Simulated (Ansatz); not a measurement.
Conformers of C2H7ClOSSi, SMILES `CO[SiH](Cl)SC`, each relaxed with PBE0-D4/def2-TZVP in Ansatz. CBS adds the triple-zeta coupled-cluster correction to the MP2 limit.

Not all of them had a frequency check.

Conformer A:

Z-matrix (Å, degrees):
```
C
O 1 1.414
H 1 1.095 2 111.4
H 1 1.090 2 107.8 3 -119.2
H 1 1.094 2 111.2 3 121.5
Si 2 1.624 1 124.2 3 -54.7
S 6 2.112 2 109.5 1 -64.0
Cl 6 2.045 2 106.6 1 174.5
H 6 1.483 2 112.6 1 58.0
C 7 1.818 6 98.2 2 172.8
H 10 1.089 7 110.7 6 70.5
H 10 1.089 7 106.7 6 -170.7
H 10 1.090 7 111.2 6 -52.2
```

Conformer B:

Cartesian coordinates in Å:
```
C -2.459 1.304 0.015
O -1.617 0.205 0.295
Si -0.021 0.152 0.013
Cl 0.374 0.560 -1.971
S 0.583 -1.790 0.547
C 2.354 -1.609 0.176
H -3.460 1.056 0.367
H -2.498 1.502 -1.060
H -2.118 2.208 0.530
H 0.725 1.198 0.753
H 2.515 -1.477 -0.893
H 2.792 -0.776 0.727
H 2.830 -2.533 0.500
```

(1) Which is lowest in electronic energy at CCSD(T)/CBS (frozen core, def2 sets), and by how much? (An estimate is asked.)

(2) Give the energies relative to B (kJ/mol) with PBE-D4/def2-TZVPP, ωB97M-V/def2-TZVPP, r2SCAN/def2-TZVPP, HF/def2-TZVPP, SCS-MP2/def2-TZVPP, MP2/def2-QZVPP, HF/CBS(def2). (Estimate.)

Answers

(1) The calculation gave: B; A lies 3.1 kJ/mol higher.

(2) Ansatz gave: 
```
             level    A
 PBE-D4/def2-TZVPP  3.1
ωB97M-V/def2-TZVPP  3.6
 r2SCAN/def2-TZVPP  3.1
     HF/def2-TZVPP  3.4
SCS-MP2/def2-TZVPP  3.2
    MP2/def2-QZVPP  3.3
      HF/CBS(def2)  3.3
```
